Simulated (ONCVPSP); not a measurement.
Transferability test, ONCV potential for K (Z = 19)

| Property | Result |
| --- | --- |
| Element | K |
| Generator | ONCVPSP 4.0.1 |
| Type | optimised norm-conserving Vanderbilt (ONCV) |
| Functional | LDA (Perdew-Wang 92) |
| Relativity | scalar-relativistic |
| Frozen core | [Ne] |
| Valence charge | 9 |
| Reference configuration | 3s2 3p6 4s0.5 (charge +0.5) |
| Partial waves | 3s+4s: rc 1.90 bohr, ncon 4, nbas 8, qcut 7.8 1/bohr, 2 projectors; 3p: rc 1.80 bohr, ncon 4, nbas 7, qcut 7.6 1/bohr, 3 projectors, debl 2 Ha; d scattering state at 0.39 Ha: rc 1.75 bohr, ncon 4, nbas 8, qcut 5.2 1/bohr, local; f scattering state at 0.37 Ha: rc 2.00 bohr, ncon 4, nbas 8, qcut 6.2 1/bohr, 3 projectors, debl 2 Ha |
| Local potential | the d channel |
| Core correction | Teter function, fcfact 3.75, rcfact 1.8 |

In the d channel the program set the typed energies aside and used 0.050 Ha.

Energies are relative to the spin-unpolarised reference configuration 3s2 3p6 4s0.5; without spin polarisation the order of configurations can differ from experiment.

```json
{"valence configuration": "3s2 3p6 4s1", "charge": "0", "ΔE all-electron (eV)": "-1.708", "error AE − PS (meV)": "0.0"}
{"valence configuration": "3s2 3p6 4s0", "charge": "+1", "ΔE all-electron (eV)": "2.695", "error AE − PS (meV)": "0.0"}
```

Problem. What are ΔE and the potential's error for 3s2 3p6 3d1 4s0?

Solution. ΔE = 0.803 eV all-electron; the error (AE − PS) is -2.6 meV.

Problem. What are ΔE and the potential's error for 3s2 3p6 4s0 4p1?

Solution. ΔE = -0.080 eV all-electron; the error (AE − PS) is 0.0 meV.

Levels in the configuration 3s2 3p6 4s0:

| level | all-electron (eV) | pseudo (eV) |
| --- | --- | --- |
| 3s | -41.360 | -41.361 |
| 3p | -24.973 | -24.973 |

Note: no bound ghost flagged; GHOST(+) flagged for s at 22.7 eV.
